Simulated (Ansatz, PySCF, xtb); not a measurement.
Complex: HBr (SMILES Br) (first 2 atoms) with H2Se (SMILES [SeH2]); geometry from B3LYP-D3(BJ)/def2-TZVP, rigid monomers moved along the line of their centres of mass till H2···Se3 is 2.27 Å.
(charge 0, multiplicity 1):
```json
[
 {"atom": "Br", "x (Å)": "-0.3306", "y (Å)": "0.1312", "z (Å)": "-0.5702"},
 {"atom": "H", "x (Å)": "-0.3518", "y (Å)": "0.1466", "z (Å)": "0.8749"},
 {"atom": "Se", "x (Å)": "-0.2410", "y (Å)": "0.1146", "z (Å)": "3.1376"},
 {"atom": "H", "x (Å)": "0.3140", "y (Å)": "-1.2462", "z (Å)": "3.0803"},
 {"atom": "H", "x (Å)": "1.1048", "y (Å)": "0.7039", "z (Å)": "3.0676"}
]
```

Interaction energies are E(AB) − E(A) − E(B) at the monomers' geometry in the complex; basis-set methods are counterpoise corrected. Rows marked so take none.

Cores are frozen in the correlated methods. Filled d and f shells under p-block atoms count as core. Rows in 6-31G*, LANL2DZ carry no dispersion term and start afresh at each structure (6-31G* with six Cartesian d functions); the Pople sets are all-electron and without relativity. LANL2DZ brings its own core potentials from Na on.

Run with Ansatz (Gaussian orbitals); PySCF for 6-31G* rows, LANL2DZ rows, the dispersion terms; xtb for the GFN methods. Values without a source in brackets are computed.

```tsv
level	interaction energy (kcal/mol)
GFN-FF	-1.70
HF/6-31G*	2.75
HF/aug-cc-pVTZ	2.83
PBE-D3(BJ)/def2-TZVPPD	-4.47
B3LYP/6-31G*	-1.50
B3LYP/6-31G* (no counterpoise)	-1.93
B3LYP/LANL2DZ (no counterpoise)	-1.41
SCS-MP2/aug-cc-pVTZ	(withheld)
CCSD/aug-cc-pVTZ	(withheld)
```

### Question
What belongs in the gaps?

### Answer

- SCS-MP2/aug-cc-pVTZ, interaction energy (kcal/mol): -0.69
- CCSD/aug-cc-pVTZ, interaction energy (kcal/mol): -0.43

Ansatz is a first-principles code.
